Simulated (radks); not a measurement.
The numbers below are computed, except where a source is named.
Task: These are the eigenvalues of the occupied orbitals of an atom or ion with whole-number occupations (hartree). Level of theory: scalar-relativistic Kohn-Sham, LDA (Slater exchange, Perdew-Wang correlation), spin-polarised, spherical densities, point nucleus (a radial shooting solver on a logarithmic mesh with Libxc functionals).

orbital  eigenvalue
1s up     -3055.601
1s down   -3055.589
2s up     -542.3073
2s down   -542.2998
2p up     -467.8870
2p down   -467.8770
3s up     -129.3315
3s down   -129.3234
3p up     -107.8359
3p down   -107.8271
3d up     -85.19847
3d down   -85.18981
4s up     -29.07916
4s down   -29.06511
4p up     -22.03022
4p down   -22.01494
4d up     -13.66992
4d down   -13.65203
5s up      -5.15743
5s down    -5.08893
4f up      -4.39181
4f down    -4.36890
5p up      -3.21335
5p down    -3.14693
5d up      -1.00972
5d down    -0.96140
6s up      -0.64542
6s down    -0.63134
6d up      -0.04951

Which element is it, and in what charge state? The configuration may be excited. Open shells, if any, are filled with parallel spins first.

Result: Z = 80, mercury, charge 0: Hg in [Kr] 4d10 4f14 5s2 5p4 5d10 6s2 6d2. The list shows which subshells hold electrons but not how many an open one holds; the 1s level, -3055.6 hartree, gives Z - s = 78.2 by -(Z - s)^2/2, which with screening and relativity narrows Z to a few neighbours, and the depths of the outer levels then fix element, charge and occupations together.
